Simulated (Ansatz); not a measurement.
Spin states of TiSi₄, each relaxed with r2SCAN-D4/def2-SVP in Ansatz. Electronic energies in the gas phase.

The 6-31G sets use Cartesian d functions. B3LYP takes the VWN-RPA correlation. The structure comes from a short search, and lower isomers may exist.

Singlet geometry (C3v within 0.1 Å):

```csv
atom,x (Å),y (Å),z (Å)
Ti1,1.508,0.444,-1.087
Si2,-0.125,1.370,0.360
Si3,0.827,-0.865,0.767
Si4,-0.668,-0.494,-1.154
Si5,-1.542,-0.455,1.114
```

Triplet geometry:

```xyz
5

Ti   -1.5695    1.0910   -0.5391
Si    0.7346    0.5979   -1.1018
Si   -0.6941   -1.2056   -0.4373
Si    0.2778    0.8048    1.2623
Si    1.2513   -1.2882    0.8159
```

Quintet geometry (C2v within 0.1 Å):

```xyz
5

Ti   -1.3457   -0.6832   -0.7011
Si   -0.9669    1.4955    0.6314
Si    1.1256   -1.4150   -0.5486
Si    0.3474   -0.3081    1.3759
Si    0.8396    0.9108   -0.7576
```

Run but left out: HF/6-31G (singlet: restricted singlet, unstable in another Hartree–Fock run and untested here); B2PLYP/def2-TZVP (singlet: restricted singlet, unstable towards broken spin symmetry).

Only these spin states were relaxed. Higher spins weren't run and may lie lower. The triplet has other bonds than the singlet, so the gap mixes isomer and spin. The quintet has other bonds than the singlet, so the gap mixes isomer and spin.

```json
{"level": "PBE-D4/def2-TZVP", "triplet − singlet (kcal/mol)": "23.2", "quintet − singlet (kcal/mol)": "26.3", "lowest of these": "singlet", "remarks": "–"}
{"level": "r2SCAN-D4/def2-TZVP", "triplet − singlet (kcal/mol)": "19.1", "quintet − singlet (kcal/mol)": "15.8", "lowest of these": "singlet", "remarks": "spin-contaminated (⟨S²⟩ 2.14) (triplet)"}
{"level": "PBE0-D4/def2-TZVP", "triplet − singlet (kcal/mol)": "11.9", "quintet − singlet (kcal/mol)": "6.6", "lowest of these": "singlet", "remarks": "–"}
```

(1) Estimate the rows for B3LYP-D4/6-31G, ωB97M-V/def2-TZVP.

(2) How do the metal–ligand distances follow the spin state?

Answers

(1) 
| level | triplet − singlet (kcal/mol) | quintet − singlet (kcal/mol) | lowest of these |
| --- | --- | --- | --- |
| B3LYP-D4/6-31G | 8.6 | 8.5 | singlet |
| ωB97M-V/def2-TZVP | 5.9 | -0.3 | tie |



(2) 
```tsv
state	donor atoms	mean metal–ligand distance (Å)	range (Å)	Mulliken spin on the metal (PBE0)
singlet	3	2.370	2.37–2.37	0
triplet	3	2.493	2.42–2.60	1.99
quintet	4	2.644	2.58–2.71	2.63
```

⟨S²⟩ at PBE0-D4/def2-TZVP: singlet 0.00 (pure 0.00), triplet 2.09 (pure 2.00), quintet 6.05 (pure 6.00).
